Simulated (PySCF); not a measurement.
Gas-phase equilibrium of 1 mol SnCl4, 0.32 mol H2O at 1800 K and 0.00100 bar, among 27 species (ClO, SnCl4, O2, HCl, O, SnH2, HO2, SnO, SnHCl3, SnCl3, H2O, H, HOCl, H2O2, O3, H2, SnH4, SnCl2, SnH2Cl2, Cl, Cl2, SnO2, SnH3Cl, Sn2O2, SnHCl, Sn(OH)2, OH). Only gases are allowed; each row takes one source of thermochemistry for all species, and Cantera finds the minimum.

Energies from PySCF, thermal terms from the rigid-rotor harmonic-oscillator model, ideal gas at 1 bar. † marks an energy on the PBE0/def2-TZVP geometry and frequencies; other levels use their own. Open shells (unrestricted) among the columns below: O2 (multiplicity 3), Cl (multiplicity 2, electronic degeneracy 6); the rest are closed-shell singlets. Spin-orbit splitting is ignored; it lowers the true energy and changes the entropy of Cl. B3LYP is the form with VWN-RPA correlation. Sn: scalar-relativistic def2 core potential, no spin-orbit coupling. The harmonic model lacks anharmonicity and excited electronic states, which grow with temperature; levels with a mode under 35 cm⁻¹ are left out. Soft modes under 120 cm⁻¹ make the harmonic entropy rough for SnCl2.

Molecules larger than those listed are left out. Also missing: (SnO)n, which can matter at low temperature or high pressure.

With B3LYP/def2-TZVP† thermochemistry: Cl 0.47, SnCl2 0.27, HCl 0.19, Cl2 0.00061, O2 0.033, SnO 0.028.

Task: How far does the composition move with the other sources (BLYP/def2-TZVP†, PBE/def2-TZVP†, PBE0/def2-QZVP†, PBE0/def2-TZVP, LDA/def2-TZVP†)?

Result: 
```json
[
 {"thermochemistry": "B3LYP/def2-TZVP†", "x Cl": "0.47", "x SnCl2": "0.27", "x HCl": "0.19", "x Cl2": "0.00061", "x O2": "0.033", "x SnO": "0.028"},
 {"thermochemistry": "BLYP/def2-TZVP†", "x Cl": "0.50", "x SnCl2": "0.23", "x HCl": "0.18", "x Cl2": "0.0014", "x O2": "0.018", "x SnO": "0.056"},
 {"thermochemistry": "PBE/def2-TZVP†", "x Cl": "0.42", "x SnCl2": "0.31", "x HCl": "0.20", "x Cl2": "0.0090", "x O2": "0.047", "x SnO": "0.0063"},
 {"thermochemistry": "PBE0/def2-QZVP†", "x Cl": "0.43", "x SnCl2": "0.31", "x HCl": "0.20", "x Cl2": "0.0020", "x O2": "0.048", "x SnO": "0.0038"},
 {"thermochemistry": "PBE0/def2-TZVP", "x Cl": "0.43", "x SnCl2": "0.31", "x HCl": "0.20", "x Cl2": "0.0018", "x O2": "0.048", "x SnO": "0.0031"},
 {"thermochemistry": "LDA/def2-TZVP†", "x Cl": "0.16", "x SnCl2": "0.37", "x HCl": "0.24", "x Cl2": "0.17", "x O2": "0.059", "x SnO": "0.00039"}
]
```
The most sensitive of these is Cl2: it spans a factor of 10^2.4 over these rows; at this temperature one factor of ten is RT ln 10 = 34 kJ/mol.
